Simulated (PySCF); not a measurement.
**Relaxation of quartet ReO₂**

Level of theory: UPBE0 in PySCF with Re def2-TZVP with ECP60, O def2-TZVP; scalar-relativistic core potentials, no spin–orbit coupling; density-fitted integrals. A (50,194) grid was used.

A hand-made bent start, of C2v symmetry, held to at least that symmetry:

```xyz
3
charge 0 multiplicity 4, angstrom
Re    0.0000    0.0000   -0.1475
O     1.4417    0.0000    0.8620
O    -1.4417    0.0000    0.8620
```

**Question.** What does it relax to?

**Answer.** It ends at C2v with Re–O 1.704 Å (×2); O–Re–O 132.6°. A frequency run shows a minimum. Other isomers or separated fragments may lie lower.

**Question.** How much energy is released, and in how many steps?

**Answer.** 67.1 kJ/mol in 5 steps.

Open d and f shells are described by one determinant, and the ground state may have another occupation or spin. No spin–orbit coupling is included, which matters more the heavier the element.

The relaxation took about 50 core-seconds on a shared host.
